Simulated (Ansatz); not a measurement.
Stepwise reaction of `FC[SiH2]CF` with hydrogen fluoride, as a gas-phase model of exchange steps in deposition or etching. ΔE in kJ/mol.

Computed with Ansatz on PBE0-D4/def2-TZVP structures; ΔE is electronic, products minus reactants. CBS: MP2 limit from def2 TZ/QZ plus the TZ coupled-cluster correction, frozen cores. This one scheme is used for every species. DFT in def2-TZVPP. B3LYP here is the variant with VWN-RPA as its local correlation; programs differ in this. Each species was taken in one conformer, which may not be the lowest.

```tsv
step	reaction	PBE-D4	B3LYP-D4	ωB97M-V	CCSD(T)/CBS
1	`FC[SiH2]CF` + H–F → `FC[SiH2]F` + `CF`	-135.9	-151.3	-148.9	-148.2
```

(1) Give the row of step 2, `FC[SiH2]F` + H–F → `F[SiH2]F` + `CF`. (An estimate is asked.)

(2) By hand: ΔE of the 2 steps together at CCSD(T)/CBS.

## Answers

(1) Computed: 
```
step                               reaction  PBE-D4  B3LYP-D4  ωB97M-V  CCSD(T)/CBS
   2  `FC[SiH2]F` + H–F → `F[SiH2]F` + `CF`  -156.5    -171.4   -169.9       -170.5
```

(2) (-148.2) + (-170.5) = -318.7 kJ/mol, or -159.3 kJ/mol a step.

In ΔE each step is lower than the one before. All are downhill at CCSD(T)/CBS. PBE-D4 differs from CCSD(T)/CBS by 12.3 to 14.0 kJ/mol a step. Isolated molecules leave out the surface, adducts and barriers. Largest T1 diagnostic: 0.012.
